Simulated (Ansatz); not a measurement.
Os₄, relaxed as a singlet with RKS r2SCAN-D4/def2-SVP in Ansatz, starting from packed atoms. Force threshold 0.02 eV/Å.

In the def2 sets Os takes a core potential; there is no spin–orbit coupling. The restricted singlet is unstable towards broken spin symmetry in Hartree–Fock (as tested in another run); at r2SCAN-D4/def2-SVP this wasn't settled. Another isomer (triplet) lies 1.57 eV lower at PBE0-D4/def2-TZVP; other spin states weren't run for this one.

Start:

```xyz
4

Os   -0.514    1.327    0.400
Os    0.029   -0.521    2.387
Os    0.483   -1.439   -0.389
Os    0.002    0.633   -2.398
```

```
step  energy (eV)  largest force component (eV/Å)  SCF passes
   1   -9862.6303                           6.642          96
   2   -9867.1106                           6.502          59
   3   -9870.0370                           3.856          60
   4   -9870.3505                           2.087          52
   5   -9870.4943                           0.826          46
   6   -9870.5153                           0.245          41
   7   -9870.5992                           0.968          53
   8   -9870.6148                           0.791          52
   9   -9870.6629                           0.279          48
  10   -9870.6682                           0.072          39
  11   -9870.6684                           0.009          37
```

Force components are those of the run's own axes.

End:

```xyz
4

Os   -0.6208    1.0625    0.2750
Os    0.2346   -0.3895    1.8488
Os    0.1883   -1.2082   -0.3074
Os    0.1980    0.5352   -1.8164
```

By distances, no bond broke or formed. The bond that changes most is Os2–Os3, from 2.96 to 2.31 Å (atoms count from 1).

No frequencies were taken in this run, so the end may be a saddle point.

Run time 60 s (4 threads of Arm Neoverse V1 on a shared host).
